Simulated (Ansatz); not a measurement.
## How methods differ on AlOF2 (SMILES [O][Al]([F])[F])

AlOF2: 4 atoms, total charge 0, spin state doublet. As SMILES, `[O][Al]([F])[F]`. The coordinates come from a PBE0-D4/def2-TZVP relaxation.

| atom | x (Å) | y (Å) | z (Å) |
| --- | --- | --- | --- |
| O | 0.6829 | -0.9109 | 1.2600 |
| Al | -0.0006 | 0.0043 | -0.0324 |
| F | -1.4772 | -0.4016 | -0.5925 |
| F | 0.8504 | 1.2479 | -0.6553 |

Quantity: the energy change with the Al2–F4 bond stretched from 1.631 to 2.446 Å, in eV. The values are calculated.

```tsv
level	kind	program	value (eV)	less FCI/STO-3G	CPU time (all runs)
UBLYP/STO-3G	GGA	Ansatz	3.39	-0.15	8.5 s
UBHLYP/STO-3G	global hybrid	Ansatz	4.26	+0.72	6 s
U-wB97X/STO-3G	range-separated hybrid	Ansatz	4.28	+0.74	34 s
RPA@PBE/STO-3G	RPA	Ansatz	2.96	-0.58	14 s
UMP2/STO-3G	perturbation theory	Ansatz	4.16	+0.62	1.1 s
UBCCD(T)/STO-3G	coupled cluster or CI	Ansatz	3.58	+0.04	2.1 s
UCCSDT(Q)/STO-3G	coupled cluster or CI	Ansatz	3.53	-0.01	7 s
FCI/STO-3G	exact in the basis	Ansatz	3.54	0.00	4.2 min
```

FCI/STO-3G is exact within its basis and frozen core, so for wave-function methods in that basis the difference is their error; functionals converge differently with the basis, so for them it is only a difference. The first shape isn't each level's own minimum. The values span 2.96 to 4.28 eV. Spin contamination of the reference (⟨S²⟩ at least 0.1 too high) touches UBHLYP/STO-3G, U-wB97X/STO-3G, UMP2/STO-3G, UBCCD(T)/STO-3G, UCCSDT(Q)/STO-3G. All rows use very small basis sets, so even the best lies far from the true value. CPU times are rough (shared hosts, several kinds of processor): they show what a rung costs within a factor of a few.
